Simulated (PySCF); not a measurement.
**1,2,4-trifluorobenzene (F-1): calculation and literature**

Cartesian coordinates in Å; atom numbers follow the order of the lines, from 1:
```xyz
12

F    -0.506   -0.403    2.631
C    -0.263   -0.195    1.334
C    -0.885    0.857    0.692
C    -0.625    1.062   -0.656
C     0.241    0.224   -1.327
F     0.498    0.412   -2.620
C     0.853   -0.826   -0.658
F     1.684   -1.623   -1.322
C     0.608   -1.047    0.682
H    -1.560    1.501    1.240
H    -1.090    1.875   -1.199
H     1.087   -1.867    1.201
```

The experiment to reproduce: δ ¹⁹F F1 -116.0; F8 -133.8; F6 -143.8 ppm (measured; G. Saielli, R. Bini, A. Bagno, Computational 19F NMR. 2. Organic compounds, RSC Adv. 2014, ESI (exp. from Berger-Braun-Kalinowski 1994 and Everett 1995)).

- B97-2/pcSseg-2 with gauge-including orbitals
- PBE0-D3(BJ)/def2-TZVP geometry
- code: PySCF
- in vacuum, non-relativistic Hamiltonian, single conformer

Question: What does the calculation give, and how does it compare?

Answer: 
Reference values: measured (G. Saielli, R. Bini, A. Bagno, Computational 19F NMR. 2. Organic compounds, RSC Adv. 2014, ESI (exp. from Berger-Braun-Kalinowski 1994 and Everett 1995)).
```json
{"atoms": "F1", "quantity": "δ ¹⁹F vs CFCl3", "reference": "-116.0", "computed": "-118.8", "computed, scaled": "-116.3"}
{"atoms": "F8", "quantity": "δ ¹⁹F vs CFCl3", "reference": "-133.8", "computed": "-135.4", "computed, scaled": "-131.9"}
{"atoms": "F6", "quantity": "δ ¹⁹F vs CFCl3", "reference": "-143.8", "computed": "-148.3", "computed, scaled": "-143.9"}
```

Computed shifts are σ(ref) − σ with the named reference compound (TMS for H and C) calculated as an isolated molecule at the same level. The measured values may be among those fitted. Shieldings were converted by a linear fit to measured shifts: ¹⁹F (scatter 4.8 ppm rms, 5.6 ppm with the 3 outliers that the fit left out vs CFCl3, solution or neat liquid, with a term for F on sp3 carbon). Occasional misses reach two or three times the rms, and more in compound classes unlike the fitted ones.

Question: How far are the unscaled ¹⁹F shifts from the references?

Answer: Mean signed difference -2.97 ppm, mean absolute 2.97 ppm over 3 comparisons; the largest is -4.5 ppm at F6 (aryl fluorine).
